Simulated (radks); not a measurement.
Numerical settings for neutral selenium, [Ar] 3d10 4s2 4p4. Method: Dirac Kohn-Sham, LDA (Slater exchange, Perdew-Wang correlation), spin-unpolarised, spherical densities, finite nucleus; open shells are shared between the two j in proportion to 2j + 1; Fermi nuclear charge, rms radius 4.14 fm; computed with a radial shooting solver on a logarithmic mesh with Libxc functionals. The defaults (mesh step 0.008 in ln r, mesh end at 40 bohr or more with all orbitals vanishing there, Anderson mixing 0.5 over 9 steps, residual threshold near 1e-9 with the energy settled to 1e-9 hartree or 1e-11 of itself, here a cap of 64 iterations) give E = -2426.9190 hartree and 4p3/2 at -6.530 eV in 14 iterations. Run on one thread of a shared host, so times are rough (Intel(R) Xeon(R) 6975P-C): 0.09 s of CPU time, 0.09 s wall, 14 iterations on 2381 mesh points. Changes against that run (0 stands for a change within the tolerance of the run):

setting,iterations,converged,E (mhartree),e(4p3/2) (meV),CPU (s)
mesh step in ln r 0.05,14,yes,+0.00649,0,0.02
mesh step in ln r 0.2,4,no,diverged,-,0.01
mesh step in ln r 0.12,4,no,diverged,-,0.01
mesh end (bohr) 2,13,level above zero,+9.82e+03,+7.11e+04,0.07
mesh end (bohr) 12,14,yes,+0.00369,+0.465,0.08
residual threshold 1e-13,23,yes,0,0,0.11
residual threshold 0.1,9,yes,0,+2.46,0.07
mixing 0.2,17,yes,0,0,0.1
"linear mixing, mixing 0.2",64,no,0,0,0.27
"linear mixing, mixing 0.8",64,no,0,+0.136,0.34
mixing history 3,17,yes,0,0,0.09
iteration cap 2,2,no,+305,-6.78e+03,0.02

Settled on a wrong energy, with an occupied level pushed above zero by the early mesh end: mesh end (bohr) 2 (+9.82 hartree). Apart from these: no run marked as converged misses the energy by more than 1 mhartree. A mesh that ends early acts as a hard wall.
